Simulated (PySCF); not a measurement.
The vertical singlet excitations below were computed for one of the candidates. Theory: TDDFT CAM-B3LYP/def2-SVPD, vertical, gas phase, core orbitals frozen in the response in PySCF 2.14.0, density-fitted response routines. Geometries: GFN2-xTB, one conformer each.

```
state  ν̃ (cm⁻¹)       f   main configurations (H = HOMO, L = LUMO)
   S1      43850  0.0027    H-1→L (55%), H-2→L+1 (27%), H→L+1 (13%)
   S2      48700   0.086      H→L (50%), H-1→L+1 (22%), H-2→L (22%)
   S3      49350   0.012    H→L+2 (47%), H-2→L (19%), H-2→L+2 (10%)
   S4      51050  0.0043         H-2→L (20%), H→L (18%), H→L+3 (9%)
   S5      52890   0.012      H→L+3 (18%), H→L+2 (12%), H→L+1 (12%)
   S6      54860   0.065                   H→L+1 (57%), H-1→L (14%)
   S7      55960   0.654  H-1→L+1 (40%), H-2→L+1 (19%), H-2→L (18%)
   S8      56320   0.332  H-2→L+1 (39%), H-1→L+1 (21%), H-1→L (18%)
```

Triplets computed (Tamm–Dancoff): 4.11, 4.76, 4.82 eV.

Problem. Which candidate is it? All have the formula C6H8SSi.
A. `CC(=S)C1=CC=C[SiH2]1`
B. `S[SiH2]c1ccccc1`
C. `[SiH3]SC1=C[C@@H]2C=C[C@H]12`

Solution. B. Its S1, at 5.44 eV, is the highest among the candidates; the nearest of the others has S1 at 5.09 eV. S1 is HOMO-1→LUMO (55%), HOMO-2→LUMO+1 (27%), HOMO→LUMO+1 (13%). Löwdin shares by element: HOMO sulfur 54%, carbon 15% or more, silicon 8% (atoms not listed hold the other 23%); LUMO carbon 60% or more (atoms not listed hold the other 40%). At the same level the other candidates give, for their lowest levels:
- `[SiH3]SC1=C[C@@H]2C=C[C@H]12`: 5.09 eV (f 0.057); 5.42 eV (f 0.012); 5.86 eV (f 0.003); 6.01 eV (f 0.034); 6.40 eV (f 0.087); T1 3.66 eV; HOMO -7.51, LUMO 0.61 eV
- `CC(=S)C1=CC=C[SiH2]1`: 2.19 eV (f 0.000); 3.45 eV (f 0.263); 4.48 eV (f 0.000); 5.11 eV (f 0.000); 5.35 eV (f 0.053); T1 1.73 eV; HOMO -7.66, LUMO -1.92 eV

Conformer computed: `[SH:1][SiH2:2][c:3]1[cH:4][cH:5][cH:6][cH:7][cH:8]1`: S1–Si2–C3–C4 -164°, H–S1–Si2–C3 55°.
